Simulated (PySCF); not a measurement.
Steps of a relaxation of [LaCl2]+

[LaCl2]+ (singlet). PySCF 2.14.0, RKS PBE0, La def2-SVP with ECP46, Cl def2-SVP; non-relativistic Hamiltonian with scalar-relativistic core potentials where named; density fitting; no spin-orbit coupling. Origin of the start: template. Columns: position (Å) and force (eV/Å). Energies are counted from the last step; some of the 8 steps are shown. Forces carry noise of the integration grid, about 0.01 to 0.03 eV/Å.

Run from Python with OMP_NUM_THREADS=2. Where DIIS fails, smearing, a level shift and second-order steps follow.
It took 12 s on 2 threads of Arm Neoverse V1 (shared host), from the converged density of the start.

```xyz
3
step 0  E = 0.598 eV
La    0.0000    0.0000   -0.3715     0.00    0.00    1.53
Cl    2.4787    0.0000    0.7378    -2.03    0.00   -0.77
Cl   -2.4787    0.0000    0.7378     2.03    0.00   -0.77
```

```xyz
3
step 2  E = 0.092 eV
La    0.0000    0.0000   -0.3848     0.00    0.00   -0.71
Cl    2.2291    0.0000    0.7445     0.23    0.00    0.36
Cl   -2.2291    0.0000    0.7445    -0.23    0.00    0.36
```

```xyz
3
step 5  E = 0.002 eV
La    0.0000    0.0000   -0.5883     0.00    0.00    0.07
Cl    2.0651    0.0000    0.8462    -0.10    0.00   -0.04
Cl   -2.0651    0.0000    0.8462     0.10    0.00   -0.04
```

Q: Where does the relaxation end?

A: It converges at step 7 in C2v:
```xyz
3
step 7  E = 0
La    0.0000    0.0000   -0.6115
Cl    2.0309    0.0000    0.8578
Cl   -2.0309    0.0000    0.8578
```

Q: How did the contacts change?

A: 
```
     contact  start (Å)  end (Å)
La1–Cl2 (Cl)      2.716    2.507
La1–Cl3 (Cl)      2.716    2.507
```
